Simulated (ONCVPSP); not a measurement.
# Sn (Z = 50): excitation energies, all-electron against ONCV

ONCVPSP 4.0.1 input, shortened (lines: element, Z, core and valence counts, functional; n l f; lmax; l rc ep ncon nbas qcut; lloc lpopt rc5 dvloc0; l nproj debl; icmod fcfact rcfact), LDA (Perdew-Zunger), scalar-relativistic:

```
  Sn 50.00    9    2        3      upf
    1    0    2.00
    2    0    2.00
    2    1    6.00
    3    0    2.00
    3    1    6.00
    3    2   10.00
    4    0    2.00
    4    1    6.00
    4    2   10.00
    5    0    2.00
    5    1    2.00
    2
    0    2.10    0.00    4    9    3.00
    1    2.60    0.00    4    8    3.10
    2    2.30    0.11    4    9    4.90
    4    4    1.80    3.00
    0    2    2.00
    1    2    2.20
    2    2    3.30
    1    0.30    0.00
```

Energies are relative to the spin-unpolarised reference configuration 5s2 5p2; without spin polarisation the order of configurations can differ from experiment.

```json
{"valence configuration": "5s2 5p0", "charge": "+2", "ΔE all-electron (eV)": "21.362", "error AE − PS (meV)": "-71"}
{"valence configuration": "5s1 5p0", "charge": "+3", "ΔE all-electron (eV)": "52.813", "error AE − PS (meV)": "-343"}
{"valence configuration": "5s0 5p4", "charge": "0", "ΔE all-electron (eV)": "14.400", "error AE − PS (meV)": "-38"}
```

Question: What are ΔE and the potential's error for 5s2 5p1?

Answer: ΔE = 7.098 eV all-electron; the error (AE − PS) is -10 meV.

Note: no bound ghost flagged; GHOST(+) flagged for s at 124.6 eV.
